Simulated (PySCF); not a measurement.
# 29Si chemical shifts

Level of theory: GIAO PBE0/pcSseg-1 shieldings, geometry from PBE0-D3(BJ)/def2-SVP, in PySCF (one averaged value for each set of equivalent atoms, relativity neglected, one computed conformer, no solvent).

Shieldings were converted by a linear fit to measured shifts: 29Si: δ = 279.39 − 0.832σ (rms 9.7 ppm, 87 shifts, 23.4 ppm with the 5 outliers that the fit left out vs TMS, solution or neat liquid). Occasional misses reach two or three times the rms, and more in compound classes unlike the fitted ones.

(1) Give the 29Si shifts of `O[SiH2]N1CC[C@H](C2CC2)C1`, `C/C=C/O[SiH2]N1CCCC1`, `C/C=C\O[SiH2]N1CCCC1`, `C=CC[C@@H]1CO[Si@@H](NC)C1`.

(2) Match the shifts -3.2, -26.5, -39.7 ppm to `CC(=O)N[SiH2]C1CCCC1`, `C=N[SiH2]C`, `C=C[Si@]1(N(C)C)CCCO1`.

Answers

(1) 
| compound | environment | δ (ppm) |
| --- | --- | --- |
| O[SiH2]N1CC[C@H](C2CC2)C1 | silicon bonded to N, O, 2 H | -39.6 |
| C/C=C/O[SiH2]N1CCCC1 | silicon bonded to N, O, 2 H | -44.0 |
| C/C=C\O[SiH2]N1CCCC1 | silicon bonded to N, O, 2 H | -39.9 |
| C=CC[C@@H]1CO[Si@@H](NC)C1 | silicon bonded to C, N, O, H, in a 5-membered ring | -9.0 |

(2) -3.2: C=C[Si@]1(N(C)C)CCCO1 (silicon bonded to 2 C, N, O, in a 5-membered ring); -26.5: C=N[SiH2]C (silicon bonded to C, N, 2 H); -39.7: CC(=O)N[SiH2]C1CCCC1 (silicon bonded to C, N, 2 H).
